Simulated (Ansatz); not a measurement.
WOF₄. Charge 0, multiplicity 1. Geometry PBE0-D4/def2-SVP.

| atom | x (Å) | y (Å) | z (Å) |
| --- | --- | --- | --- |
| W1 | 0.042 | -0.006 | -0.002 |
| O2 | 1.696 | -0.229 | -0.063 |
| F3 | -0.679 | -1.545 | -0.739 |
| F4 | -0.392 | 0.814 | -1.605 |
| F5 | -0.191 | 1.662 | 0.771 |
| F6 | -0.476 | -0.697 | 1.637 |

In the def2 sets W takes a core potential; there is no spin–orbit coupling.

Question: Estimate the orbital energies around the gap (eV) in Ansatz with HF/def2-TZVP, PBE-D4/def2-TZVPD, revPBE-D4/def2-TZVP, r2SCAN-D4/def2-TZVP, r2SCAN-D4/def2-TZVPD.

Answer: 
```
orbital  HF/def2-TZVP  PBE-D4/def2-TZVPD  revPBE-D4/def2-TZVP  r2SCAN-D4/def2-TZVP  r2SCAN-D4/def2-TZVPD
HOMO−13        -21.16             -13.25               -13.11               -13.78                -13.77
HOMO−12        -21.03             -13.16               -13.01               -13.66                -13.63
HOMO−11        -20.51             -12.91               -12.78               -13.44                -13.42
HOMO−10        -20.51             -12.91               -12.78               -13.44                -13.42
 HOMO−9        -19.70             -12.05               -11.91               -12.56                -12.55
 HOMO−8        -18.95             -11.26               -11.12               -11.77                -11.76
 HOMO−7        -18.95             -11.26               -11.12               -11.77                -11.76
 HOMO−6        -18.52             -10.95               -10.81               -11.47                -11.45
 HOMO−5        -18.51             -10.95               -10.81               -11.46                -11.45
 HOMO−4        -18.51             -10.81               -10.67               -11.34                -11.33
 HOMO−3        -17.77             -10.56               -10.44               -11.05                -11.04
 HOMO−2        -17.38             -10.16               -10.03               -10.67                -10.66
 HOMO−1        -16.14              -9.90                -9.78               -10.35                -10.34
   HOMO        -16.14              -9.90                -9.78               -10.35                -10.34
   LUMO         -0.40              -4.82                -4.66                -4.81                 -4.80
 LUMO+1          1.11              -3.22                -3.07                -3.17                 -3.16
 LUMO+2          1.11              -3.22                -3.07                -3.17                 -3.16
 LUMO+3          1.58              -1.77                -1.57                -1.55                 -1.54
 LUMO+4          2.71              -0.90                -0.63                -0.18                 -0.32
 LUMO+5          4.51              -0.36                -0.16                -0.13                 -0.17
```
